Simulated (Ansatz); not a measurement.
A nudged elastic band was laid between two geometries of B₂GeH₆ (9 atoms, charge 0, multiplicity 1).

The calculation used RKS PBE0/def2-SVP in Ansatz 0.2.0.

| Quantity | Value |
| --- | --- |
| movable images | 5 |
| climbing image | yes |
| spring | 5.0 eV/Å² |
| optimiser | quadratic models (default) |
| start path | through a guess of the saddle point |
| force threshold | 0.5 eV/Å |
| iteration limit | 60 |
| end points | relaxed |

Image 0:

```xyz
9
Properties=species:S:1:pos:R:3
B -1.020 0.643 -1.192
Ge 0.732 0.298 -0.166
B 0.218 -0.969 1.374
H -1.363 -0.092 -2.085
H -1.746 1.556 -0.878
H 1.316 1.618 0.382
H 1.782 -0.362 -1.087
H 0.232 -2.166 1.216
H -0.150 -0.527 2.436
```

Image 6:

```xyz
9
Properties=species:S:1:pos:R:3
B -1.080 0.767 -1.383
Ge 0.105 0.640 0.261
B 0.517 -1.035 1.229
H -1.098 -0.108 -2.212
H -1.847 1.694 -1.490
H 1.146 1.780 0.353
H 1.168 -0.786 0.061
H -0.221 -1.970 1.046
H 1.310 -0.982 2.135
```

Task: What changes between the two ends?

Result: No bond is made or broken.

Task: What energy profile does the band end with?

Result: The forces met the threshold. The highest image is number 3 of 0 to 6, 0.46 eV above the first end and 0.63 eV above the last; the last end lies 0.16 eV below the first. The threshold of 0.5 eV/Å is loose, so the images may lie well off the minimum-energy path. The order of the stationary point at the top wasn't checked. Another band between the same ends, with other settings, climbed to 0.13 eV only, so this may not be the lowest route.

```tsv
image	path coordinate (Å)	energy (eV)
0	0.00	0.00
1	0.54	0.03
2	1.09	0.17
3	1.63	0.46
4	2.18	0.18
5	2.73	-0.08
6	3.28	-0.16
```

Task: What is the geometry of the highest image?

Result: 
```xyz
9
Properties=species:S:1:pos:R:3
B -1.055 0.634 -1.363
Ge 0.543 0.500 -0.200
B 0.282 -0.959 1.203
H -1.564 -0.184 -2.078
H -1.612 1.680 -1.089
H 1.180 1.743 0.421
H 1.638 -0.657 -0.144
H 0.110 -2.114 0.889
H 0.479 -0.643 2.360
```

The band took 4 iterations and roughly 100 core-seconds.

Time of the run: 50 s on 2 threads of Arm Neoverse V1, with other jobs on the host, peak memory 0.18 GiB.
